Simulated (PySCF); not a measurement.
Working with the constants of ZnS⁺

UHF-CCSD(T) constants of ZnS⁺, ²Π (doublet), unpaired electrons π ↑ (Zn 6-31G(d,p), S 6-31G(d,p); no relativity (PySCF 2.14); masses 63.9291 and 31.9721 u):

```
ωe              : 388.5 cm⁻¹
ωexe            : 1.86 cm⁻¹
Be              : 0.16801 cm⁻¹
αe              : 0.000946 cm⁻¹
D (centrifugal) : 1.26e-07 cm⁻¹
De to Zn⁺ + S   : 1.71 eV
```

**Question.** Give the vibrational terms G(v) and spacings up to v = 6.

**Answer.** G(v) = ωe(v+½) − ωexe(v+½)².

```json
{"v": "0", "G(v) (cm⁻¹)": "193.8", "G(v) − G(v−1)": "", "Bv (cm⁻¹)": "0.1675"}
{"v": "1", "G(v) (cm⁻¹)": "578.6", "G(v) − G(v−1)": "384.8", "Bv (cm⁻¹)": "0.1666"}
{"v": "2", "G(v) (cm⁻¹)": "959.6", "G(v) − G(v−1)": "381.1", "Bv (cm⁻¹)": "0.1656"}
{"v": "3", "G(v) (cm⁻¹)": "1337.0", "G(v) − G(v−1)": "377.3", "Bv (cm⁻¹)": "0.1647"}
{"v": "4", "G(v) (cm⁻¹)": "1710.6", "G(v) − G(v−1)": "373.6", "Bv (cm⁻¹)": "0.1638"}
{"v": "5", "G(v) (cm⁻¹)": "2080.5", "G(v) − G(v−1)": "369.9", "Bv (cm⁻¹)": "0.1628"}
{"v": "6", "G(v) (cm⁻¹)": "2446.7", "G(v) − G(v−1)": "366.2", "Bv (cm⁻¹)": "0.1619"}
```

**Question.** How well does the Morse estimate ωe²/(4ωexe) reproduce De, and what is D0?

**Answer.** It gives 2.52 eV, 147 % of the computed De. D0 = De − G(0) = 1.71 − 0.02 = 1.69 eV.

Correlated steps freeze 10 core orbitals. Correlated levels converge slowly with the basis: in double zeta they bind strong bonds too weakly, by up to about 1 eV, and carry superposition errors of some tenths. For an ion De counts to the pair picked by the measured ionisation energies or electron affinities, which need not be the lowest pair at this level. The state is the lowest determinant that a PBE0 search found; another state may lie lower at other levels.
